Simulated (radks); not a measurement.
The numbers below are computed, except where a source is named.
Task: Os III, configuration [Xe] 4f14 5d6. Code: a radial shooting solver on a logarithmic mesh with Libxc functionals. Model: scalar-relativistic Kohn-Sham, PBE, spin-unpolarised, spherical densities, finite nucleus; Fermi nuclear charge, rms radius 5.4126 fm. Some entries of the table are withheld. Estimate them.

| orbital | occ. | eigenvalue (hartree) | <1/r> (bohr^-1) |
|---|---|---|---|
| 1s | 2 | -2714.426 | 90.42 |
| 2s | 2 | -473.2943 | 21.17 |
| 2p | 6 | -412.3168 | 19.05 |
| 3s | 2 | (1) | 7.845 |
| 3p | 6 | -92.71386 | 7.212 |
| 3d | 10 | -72.67001 | 6.804 |
| 4s | 2 | -23.84261 | 3.345 |
| 4p | 6 | -17.96476 | (2) |
| 4d | 10 | (3) | 2.707 |
| 5s | 2 | -3.99299 | (4) |
| 4f | 14 | -2.54029 | 2.241 |
| 5p | 6 | -2.50014 | 1.128 |
| 5d | 6 | -0.84245 | 0.7658 |

Result: 
(1) 3s eigenvalue (hartree): -110.6279
(2) 4p <1/r> (bohr^-1): 3.033
(3) 4d eigenvalue (hartree): -10.65787
(4) 5s <1/r> (bohr^-1): 1.334
